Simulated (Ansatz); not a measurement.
Basis-set extrapolation for CH3ClOSi, SMILES `Cl[SiH]1CO1` (PBE0-D4/def2-TZVP geometry, frozen core, the Gaussian-basis code of Ansatz). Multiplicity 1, RHF reference.

|  | def2-TZVPP | def2-QZVPP |
| --- | --- | --- |
| HF | -863.011080 | -863.038728 |
| MP2 correlation | -0.706733 | -0.765299 |
| CCSD(T) correlation | -0.771131 | not run |

Energies in hartree. Use E(X) = E(∞) + A·exp(−7.88·√X) for Hartree–Fock and E(X) = E(∞) + B·X^(−2.97) for correlation, with X = 3 and 4, and add CCSD(T) minus MP2 of the smaller set to the MP2 limit.

What is the CCSD(T) energy at the basis-set limit?

HF limit: -863.038728 + (-0.027648) × 0.13774 = -863.04254. MP2 limit: -0.765299 + (-0.058566) × 0.74074 = -0.80868. Higher-order term: -0.771131 − (-0.706733) = -0.06440. Total: -863.91562 hartree, 350.3 kJ/mol below CCSD(T)/def2-TZVPP.
